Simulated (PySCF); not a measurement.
**Trend along group 14: MH cations**

PBE0 with triple-zeta basis sets in PySCF, for the lowest determinant that a PBE0 search found; no spin–orbit coupling. De refers to high-spin ground-configuration atoms (the charge goes to the atom of lower measured ionisation energy or higher electron affinity, which is not always the lowest computed limit). A positive dipole points towards H; it is taken about the centre of mass and depends on that origin.

```json
{"M": "C", "basis": "def2-TZVPPD", "charged atom": "C+", "state (unpaired electrons)": "singlet (closed shell)", "Re (Å)": "1.140", "ωe (cm⁻¹)": "2803", "De (eV)": "4.11", "μ (D)": "1.80"}
{"M": "Si", "basis": "def2-TZVPPD", "charged atom": "Si+", "state (unpaired electrons)": "singlet (closed shell)", "Re (Å)": "1.519", "ωe (cm⁻¹)": "2124", "De (eV)": "3.24", "μ (D)": "0.47"}
{"M": "Ge", "basis": "cc-pVTZ-PP/cc-pVTZ", "charged atom": "Ge+", "state (unpaired electrons)": "singlet (closed shell)", "Re (Å)": "1.589", "ωe (cm⁻¹)": "1995", "De (eV)": "2.98", "μ (D)": "0.37"}
{"M": "Sn", "basis": "cc-pVTZ-PP/cc-pVTZ", "charged atom": "Sn+", "state (unpaired electrons)": "singlet (closed shell)", "Re (Å)": "1.765", "ωe (cm⁻¹)": "1830", "De (eV)": "2.69", "μ (D)": "0.04"}
```

The shortest bond is that of CH⁺ (1.140 Å), the longest that of SnH⁺ (1.765 Å). CH⁺ is bound most strongly (4.11 eV) and SnH⁺ least (2.69 eV).

The rows differ in basis set, which adds steps of its own.

Down a group the atoms grow and get heavier, so bonds lengthen and wavenumbers fall; this series shows no clear exception.

Spin–orbit coupling is left out, which matters for elements this heavy, above all for dissociation energies. For an ion De counts to the pair picked by the measured ionisation energies or electron affinities, which need not be the lowest pair at this level.
